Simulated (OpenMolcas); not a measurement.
Tc4+ (d3) among equal point charges was computed by CASSCF with the d shell active (OpenMolcas, ANO-RCC-VDZP on the metal). Its lowest spin-free states, and all those of the highest spin:

```
2S+1  Degeneracy  E (cm-1)
   4           1       0.0
   4           2      3966
   4           1      6163
   4           1      6957
   4           2      9314
   2           1     16124
   2           2     16253
   2           1     16569
   2           1     17027
   4           1     18894
   2           1     19546
   2           2     19623
   4           2     22049
```

Q: Is the site octahedral, tetrahedral or cube-like, axial, or of lower symmetry?

A: The states with 2S+1 = 4 have orbital degeneracies 1, 2, 1, 1, 2, 1, 2. There are pairs but no triples, so the site is axial: not cubic, but with a proper or improper axis of order three or more. The run had Tc4+ among 5 point charges of -1.6 e arranged as a square pyramid (C4v), 2.07 Å from the ion, with the axial distance 1.780 Å.

Without dynamic correlation the repulsion within the d shell is too large (B by tens of per cent), so at a given field states of lower spin stand too high. Point charges carry no covalency, so the field is a model and not that of real ligands. An unlabelled pair can be two single states that coincide in this model. No measured value stands beside these numbers.
